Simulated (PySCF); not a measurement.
Br2Mg, SMILES [Br][Mg-][Br], charge -1, multiplicity 2. Atoms are numbered in the order given.

```xyz
3

Mg     0.0000     0.0000    -1.0771
Br     0.0000     2.2044     0.1846
Br     0.0000    -2.2044     0.1846
```
Charge -1, spin multiplicity 2.

Geometry optimised at PBE-D3(BJ)/def2-SVPD.

All values below come from PBE-D3(BJ)/def2-SVPD in PySCF 2.14.0.

Frequencies are harmonic and unscaled.

Computed harmonic wavenumbers and intensities:
```json
[
 {"mode": "1", "ν (cm⁻¹)": "60", "IR (km/mol)": "0.0", "moving atoms (share of kinetic energy)": "Br 82 %, Mg 18 %"},
 {"mode": "2", "ν (cm⁻¹)": "223", "IR (km/mol)": "23.8", "moving atoms (share of kinetic energy)": "Mg 69 %, Br 31 %"},
 {"mode": "3", "ν (cm⁻¹)": "306", "IR (km/mol)": "81.1", "moving atoms (share of kinetic energy)": "Mg 83 %, Br 17 %"}
]
```
